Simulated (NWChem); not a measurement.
CH₃Si cation

```xyz
5

C     -0.0830     0.0000     1.0446
Si     0.3392     0.0000    -0.6195
H      0.0168    -0.9243     1.6401
H      0.0168     0.9243     1.6401
H     -0.4626     0.0000    -1.8734
```
Atoms are numbered in this order, from 1.

All runs: NWChem. Structure relaxed at the PBE0/def2-SVP level. Level: PBE0/def2-SVPD; rows give the wavelength of the field.

For field static:

| Property | Result |
|---|---|
| anisotropy (bohr³) | 26.2 |

**Question.** How do the values read with field 1065 nm instead?

**Answer.** The anisotropy (bohr³) is 27.8.
